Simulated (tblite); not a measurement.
Isomers of C2H10NO2Si2 (doublet state). Computed values, GFN2-xTB/tblite, gas phase, harmonic and unscaled. The method is semi-empirical: single wavenumbers can be off by several per cent or more. Modes of hydrogen on silicon can be 10 to 20 % off. One conformer each. Open shells enter through the occupations alone, without spin polarisation, and single modes of such species can be off by tens of per cent.

Electronic energies: GFN2-xTB at the same geometries; isomer energies are rough at this level and their order can be wrong.

```
                    SMILES  electronic energy, lowest = 0 (kcal/mol)
    CN(C)[Si@@H](O)O[SiH2]                                       1.0
[CH2]N(C)[Si@@H](O)O[SiH3]                                       2.5
  CN(C)[Si@@H]([O])O[SiH3]                                       0.0
```

Task: How do GFN2-xTB zero-point energies change the relative energies?

Result: 
| SMILES | ZPE (kcal/mol) | of it from modes above 1550 cm⁻¹ | electronic (kcal/mol) | with ZPE, lowest = 0 (kcal/mol) | lowest mode (cm⁻¹) | rings |
| --- | --- | --- | --- | --- | --- | --- |
| CN(C)[Si@@H]([O])O[SiH3] | 74.7 | 37.9 | 0.0 | 0.0 | 42 | 0 |
| CN(C)[Si@@H](O)O[SiH2] | 77.2 | 40.4 | 1.0 | 3.4 | 38 | 0 |
| [CH2]N(C)[Si@@H](O)O[SiH3] | 73.9 | 40.0 | 2.5 | 1.7 | 42 | 0 |

The zero-point energies span 3.3 kcal/mol, from `[CH2]N(C)[Si@@H](O)O[SiH3]` to `CN(C)[Si@@H](O)O[SiH2]`. The lowest isomer stays, but the order above it changes.

Task: What do entropy and thermal enthalpy add at 298.15 K and 1 bar (rigid rotor, harmonic oscillator, one conformer each)?

Result: 
```json
{"SMILES": "CN(C)[Si@@H]([O])O[SiH3]", "point group": "C1", "symmetry number": "1", "S (cal/(mol K))": "110.0", "H − H(0) (kcal/mol)": "7.97", "ZPE + H − H(0) − TS (kcal/mol)": "49.8"}
{"SMILES": "CN(C)[Si@@H](O)O[SiH2]", "point group": "C1", "symmetry number": "1", "S (cal/(mol K))": "108.6", "H − H(0) (kcal/mol)": "7.96", "ZPE + H − H(0) − TS (kcal/mol)": "52.7"}
{"SMILES": "[CH2]N(C)[Si@@H](O)O[SiH3]", "point group": "C1", "symmetry number": "1", "S (cal/(mol K))": "109.0", "H − H(0) (kcal/mol)": "8.16", "ZPE + H − H(0) − TS (kcal/mol)": "49.6"}
```

S holds R ln(2S + 1) for the spin.
